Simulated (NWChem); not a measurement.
System: BClF2; SMILES FB(F)Cl

Here is an NWChem input.

```
start job
memory heap 200 mb stack 900 mb global 1100 mb
geometry units angstroms noautosym nocenter noautoz
  B     -0.003219     0.438452     0.000000
  F      0.000314     1.101915    -1.136390
  F      0.000314     1.101915     1.136390
  Cl    -0.000009    -1.316638     0.000000
end
basis spherical
  * library 6-31g*
end
dft
  xc xpbe96 cpbe96
  iterations 150
end
property
  efieldgrad
end
task dft property
```

Excerpt of the output:

```
             Northwest Computational Chemistry Package (NWChem) 7.3.0
             --------------------------------------------------------

                             Geometry "geometry" -> ""
                             -------------------------

 Output coordinates in angstroms (scale by  1.889725989 to convert to a.u.)

  No.       Tag          Charge          X              Y              Z
 ---- ---------------- ---------- -------------- -------------- --------------
    1 B                    5.0000    -0.00321900     0.43845200     0.00000000
    2 F                    9.0000     0.00031400     1.10191500    -1.13639000
    3 F                    9.0000     0.00031400     1.10191500     1.13639000
    4 Cl                  17.0000    -0.00000900    -1.31663800     0.00000000

 Effective nuclear repulsion energy (a.u.)     141.2773958645

  pbe96 is a nonlocal functional; adding pw91lda local functional.
                              NWChem Property Module
                              ----------------------

  itol2e modified to match energy
  convergence criterion.

                                 NWChem DFT Module
                                 -----------------

 Summary of "ao basis" -> "ao basis" (spherical)
 ------------------------------------------------------------------------------
       Tag                 Description            Shells   Functions and Types
 ---------------- ------------------------------  ------  ---------------------
 B                           6-31g*                  6       14   3s2p1d
 F                           6-31g*                  6       14   3s2p1d
 Cl                          6-31g*                  8       18   4s3p1d

  itol2e modified to match energy
  convergence criterion.

            General Information
            -------------------
          SCF calculation type: DFT
          Wavefunction type:  closed shell.
          No. of atoms     :     4
          No. of electrons :    40
           Alpha electrons :    20
            Beta electrons :    20
          Charge           :     0
          Spin multiplicity:     1
          Use of symmetry is: off; symmetry adaption is: off
          Maximum number of iterations: 150
          AO basis - number of functions:    60
                     number of shells:    26
          Convergence on energy requested:  1.00D-07
          Convergence on density requested:  1.00D-05
          Convergence on gradient requested:  5.00D-04

              XC Information
              --------------
          PerdewBurkeErnzerhof Exchange Functional  1.000
            Perdew 1991 LDA Correlation Functional  1.000 local
           PerdewBurkeErnz. Correlation Functional  1.000 non-local

             Grid Information
             ----------------
          Grid used for XC integration:  fine
          Radial quadrature: Mura-Knowles
          Angular quadrature: Lebedev.
          Tag              B.-S. Rad. Rad. Pts. Rad. Cut. Ang. Pts.
          ---              ---------- --------- --------- ---------
          B                   0.85       70           7.0       590
          F                   0.50       70           8.0       590
          Cl                  1.00      123           7.0       770
          Grid pruning is: on
          Number of quadrature shells:   333
          Spatial weights used:  Erf1

      Superposition of Atomic Density Guess
      -------------------------------------

 Sum of atomic energies:        -682.72133526

      Non-variational initial energy
      ------------------------------

 Total energy =    -683.661352
 1-e energy   =   -1227.078429
 2-e energy   =     402.139681
 HOMO         =      -0.447402
 LUMO         =       0.120632

   convergence    iter        energy       DeltaE   RMS-Dens  Diis-err
 ---------------- ----- ----------------- --------- --------- ---------
 d= 0,ls=0.0,diis     1   -684.3369035482 -8.26D+02  2.34D-02  9.67D-01
 d= 0,ls=0.0,diis     2   -684.1772230984  1.60D-01  1.30D-02  2.96D+00
 d= 0,ls=0.0,diis     3   -684.4468334238 -2.70D-01  2.68D-03  3.31D-02
 d= 0,ls=0.0,diis     4   -684.4480154390 -1.18D-03  1.74D-03  1.21D-02
 d= 0,ls=0.0,diis     5   -684.4493801950 -1.36D-03  4.21D-04  6.46D-04
  Resetting Diis
 d= 0,ls=0.0,diis     6   -684.4494841009 -1.04D-04  3.96D-05  5.80D-06
 d= 0,ls=0.0,diis     7   -684.4494848300 -7.29D-07  1.40D-05  3.33D-07
 d= 0,ls=0.0,diis     8   -684.4494848179  1.21D-08  7.89D-06  4.62D-07

         Total DFT energy =     -684.449484817902
      One electron energy =    -1228.151190418891
           Coulomb energy =      455.333980185050
    Exchange-Corr. energy =      -52.909670448552
 Nuclear repulsion energy =      141.277395864491

 Numeric. integr. density =       40.000000099227

                       DFT Final Molecular Orbital Analysis
                       ------------------------------------

 Vector   18  Occ=2.000000D+00  E=-3.652011D-01
              MO Center=  1.5D-04,  3.5D-02, -4.1D-08, r^2= 2.9D+00
   Bfn.  Coefficient  Atom+Function         Bfn.  Coefficient  Atom+Function
  ----- ------------  ---------------      ----- ------------  ---------------
    50      0.482703  4 Cl py                18      0.356699  2 F  py
    32      0.356699  3 F  py                54      0.232621  4 Cl py
    22      0.229668  2 F  py                36      0.229668  3 F  py
    46     -0.190216  4 Cl py                 4     -0.171589  1 B  py
     8      0.132699  1 B  py                 2      0.073240  1 B  s

[...]

          -----------------------
          Electric field gradient
          -----------------------

 1 a.u. = 0.324123 10**(16) esu/cm**3  ( or statvolts/cm**2 ) = 0.97174 10**(22) v/m**2

 ------------------------------------------------------------
   Atom      X         Y         Z
 ------------------------------------------------------------
    1 B   -0.00608   0.82855   0.00000
 ------------------------------------------------------------

 Electric field gradient in molecular frame (a.u.)
         XX             YY             ZZ             XY             XZ             YZ
 ------------------------------------------------------------------------------------------
       -0.223296       0.107351       0.115945       0.000409       0.000000      -0.000000

 Principal components (a.u.) and orientation
 of principal axis w.r.t. absolute frame                      Asymmetry parameter eta
 --------------------------------------------------------------------------------------
       -0.223296       0.115945       0.107351                       0.038488

        0.999999       0.000000       0.001237
       -0.001237      -0.000000       0.999999
       -0.000000       1.000000       0.000000

 ------------------------------------------------------------
   Atom      X         Y         Z
 ------------------------------------------------------------
    2 F    0.00059   2.08232  -2.14747
 ------------------------------------------------------------

 Electric field gradient in molecular frame (a.u.)
         XX             YY             ZZ             XY             XZ             YZ
 ------------------------------------------------------------------------------------------
        0.177827       0.456482      -0.634309      -0.003520       0.007378       1.080668

 Principal components (a.u.) and orientation
 of principal axis w.r.t. absolute frame                      Asymmetry parameter eta
 --------------------------------------------------------------------------------------
       -1.299454       1.121583       0.177871                       0.726237

       -0.005502       0.000921       0.999984
       -0.524130       0.851630      -0.003668
        0.851621       0.524142       0.004203

 ------------------------------------------------------------
   Atom      X         Y         Z
 ------------------------------------------------------------
    3 F    0.00059   2.08232   2.14747
 ------------------------------------------------------------

 Electric field gradient in molecular frame (a.u.)
         XX             YY             ZZ             XY             XZ             YZ
 ------------------------------------------------------------------------------------------
        0.177827       0.456482      -0.634309      -0.003520      -0.007378      -1.080668

 Principal components (a.u.) and orientation
 of principal axis w.r.t. absolute frame                      Asymmetry parameter eta
 --------------------------------------------------------------------------------------
       -1.299454       1.121583       0.177871                       0.726237

        0.005502       0.000921       0.999984
        0.524130       0.851630      -0.003668
        0.851621      -0.524142      -0.004203

 ------------------------------------------------------------
   Atom      X         Y         Z
 ------------------------------------------------------------
    4 Cl  -0.00002  -2.48809   0.00000
 ------------------------------------------------------------

 Electric field gradient in molecular frame (a.u.)
         XX             YY             ZZ             XY             XZ             YZ
 ------------------------------------------------------------------------------------------
        0.651551      -2.258827       1.607276       0.013131       0.000000       0.000000

 Principal components (a.u.) and orientation
 of principal axis w.r.t. absolute frame                      Asymmetry parameter eta
 --------------------------------------------------------------------------------------
       -2.258886       1.607276       0.651610                       0.423070

       -0.004512       0.000000       0.999990
        0.999990       0.000000       0.004512
       -0.000000       1.000000      -0.000000
```

Level: PBE/6-31G* (spherical d). Geometry: optimised at B3LYP/6-31G* (spherical d). NWChem prints the field gradient with the sign opposite to the second derivative of the potential.
